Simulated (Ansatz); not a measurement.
Harmonic frequencies (cm⁻¹) at PBE0-D4/def2-TZVP from Ansatz: 70, 193, 196, 204, 226, 229, 316, 722, 788, 799, 842, 3941.

Each molecule was computed in one conformer, which needn't be the lowest.

Question: Which molecule is it?
A. `[F][Ti]([F])([Cl])[Br]`
B. `[F][Ti]([F])([F])[F]`
C. `[NH2][Ti]([NH2])([F])[F]`
D. `[OH][Ti]([F])([F])[F]`

Answer: D.
